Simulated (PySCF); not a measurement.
## Structure from 2D NMR

Compound of formula C6H7NO2S. Correlations simulated from computed shifts and the bond graph:

HSQC (one-bond C–H):
| δH | δC |
| --- | --- |
| 8.38 | 141.5 |
| 7.93 | 114.2 |
| 7.66 | 130.5 |
| 7.00 | 119.5 |
| 3.02 | 39.9 |

COSY cross peaks (H two or three bonds apart, from the bond graph; peaks can be absent where the dihedral angle is near 90°):
| δH | δH |
| --- | --- |
| 8.38 | 7.00 |
| 7.93 | 7.66 |
| 7.66 | 7.00 |

HMBC (two and three bonds, from the bond graph):
| δH | δC |
| --- | --- |
| 8.38 | 154.3, 130.5, 119.5 |
| 7.93 | 154.3, 130.5, 119.5 |
| 7.66 | 154.3, 141.5, 119.5, 114.2 |
| 7.00 | 141.5, 130.5, 114.2 |
| 3.02 | 154.3 |

Carbons without hydrogens: δ 154.3.

PySCF calculation with PBE0-D3(BJ)/def2-SVP structure and KT3/pcSseg-1 with gauge-including orbitals; relativity neglected, one computed conformer, one averaged value for each set of equivalent atoms, in vacuum.

δ = σ(ref) − σ, references computed at the same level: 1H and 13C vs TMS.

Exchangeable hydrogens are left out of these lists.

Q: Work out the connectivity.

A: `CS(=O)(=O)c1ccccn1`.

Atoms are numbered as in `[CH3:1][S:2](=[O:3])(=[O:4])[c:5]1[cH:6][cH:7][cH:8][cH:9][n:10]1`; H(Xn) means a hydrogen on atom n.

δC 154.3 is C5, an aromatic carbon bearing sulfur. δC 141.5 is C9, an aromatic CH next to a ring nitrogen (δH 8.38). δC 130.5 is C7, an aromatic CH (δH 7.66). δC 119.5 is C8, an aromatic CH (δH 7.00). δC 114.2 is C6, an aromatic CH (δH 7.93). δC 39.9 is C1, a methyl carbon bonded to S (δH 3.02). HMBC from δH 8.38 reaches the proton-free carbon C5. HMBC from δH 7.93 reaches the proton-free carbon C5. HMBC from δH 7.66 reaches the proton-free carbon C5. HMBC from δH 3.02 reaches the proton-free carbon C5. COSY links 8.38–7.00, 7.93–7.66, 7.66–7.00.

The data come from this structure; uniqueness wasn't tested.

Shifts are as computed, not scaled to solution data. Of 1211 compounds with measured shifts, 218 miss one by over three times the rms of a fit or turn the order of signals round; such compounds aren't used in these exercises.
